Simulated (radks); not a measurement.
Results of a calculation; reference values are marked as such.
Kinetic energies: the exact non-interacting value of the Kohn-Sham orbitals and orbital-free approximations, as 100 (|E| - |E exact|)/|E exact|, negative where the magnitude is too small. Species: Cd2+ [Kr] 4d10; Tb4+ [Xe] 4f7. Level of theory: non-relativistic Kohn-Sham, exchange-only LDA, spin-polarised, spherical densities, point nucleus (a radial shooting solver on a logarithmic mesh with Libxc functionals). Every spin shell is full or empty, so the densities are truly spherical. Functionals are evaluated on that one density, not self-consistently.

| functional | Cd2+ | Tb4+ |
|---|---|---|
| exact (hartree) | 5456.96 | 11213.6 |
| Thomas-Fermi | -5.36 | -4.97 |
| von Weizsacker | -57.91 | -61.91 |
| TF + vW/9 | -0.68 | -0.74 |
| TF + vW/5 | +3.06 | +2.65 |
| LC94 | +0.07 | -0.01 |
| APBEK | +0.12 | +0.02 |
| revAPBEK | +0.30 | +0.18 |
| Perdew 92 | -0.67 | -0.73 |
| Pearson | -0.93 | -0.92 |
| LKT | +19.47 | +17.26 |
| PG1 | +15.31 | +13.49 |
| DePristo-Kress | -0.09 | -0.21 |
| Ernzerhof | -0.39 | -0.50 |
